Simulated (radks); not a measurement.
The europium ion Eu35+, 28 electrons, occupied as [Ar] 3d10 (the NIST ground configuration). All-electron calculation, Dirac Kohn-Sham, PBE, spin-unpolarised, spherical densities, finite nucleus; Fermi nuclear charge, rms radius 5.1115 fm. Program: a radial shooting solver on a logarithmic mesh with Libxc functionals.

Normalised radial functions P(r) = r R(r) (large component), r in bohr:

| r | 3s1/2 | 3p1/2 |
|---|---|---|
| 0.0009887 | 0.2106 | 0.0156 |
| 0.001237 | 0.2526 | 0.0203 |
| 0.001535 | 0.2997 | 0.0263 |
| 0.001921 | 0.3559 | 0.0346 |
| 0.002384 | 0.4171 | 0.0456 |
| 0.002982 | 0.4874 | 0.0612 |
| 0.003701 | 0.5602 | 0.0818 |
| 0.00463 | 0.6376 | 0.1111 |
| 0.005747 | 0.7090 | 0.1498 |
| 0.00719 | 0.7713 | 0.2045 |
| 0.008923 | 0.8085 | 0.2755 |
| 0.01116 | 0.8073 | 0.3728 |
| 0.01385 | 0.7491 | 0.4935 |
| 0.0172 | 0.6154 | 0.6427 |
| 0.02151 | 0.3795 | 0.8242 |
| 0.0267 | 0.0531 | 1.0129 |
| 0.0334 | -0.3693 | 1.1947 |
| 0.04146 | -0.8035 | 1.3111 |
| 0.05186 | -1.1782 | 1.3027 |
| 0.06437 | -1.3320 | 1.0969 |
| 0.08053 | -1.1349 | 0.6206 |
| 0.09995 | -0.5352 | -0.0874 |
| 0.125 | 0.4261 | -0.9689 |
| 0.1552 | 1.4211 | -1.7501 |
| 0.1942 | 2.1467 | -2.2252 |
| 0.241 | 2.2815 | -2.1990 |
| 0.2991 | 1.8640 | -1.7407 |
| 0.3741 | 1.1438 | -1.0623 |
| 0.4643 | 0.5293 | -0.4992 |
| 0.5809 | 0.1649 | -0.1610 |
| 0.721 | 0.0348 | -0.0358 |

3s1/2: eigenvalue -3072.7 eV, 2 radial nodes at r = 0.0275, 0.114 bohr, <r> = 0.244 bohr, 90 % of the charge inside 0.358 bohr. 3p1/2: eigenvalue -2902.6 eV, 1 radial node at r = 0.0976 bohr, <r> = 0.234 bohr, 90 % of the charge inside 0.350 bohr.
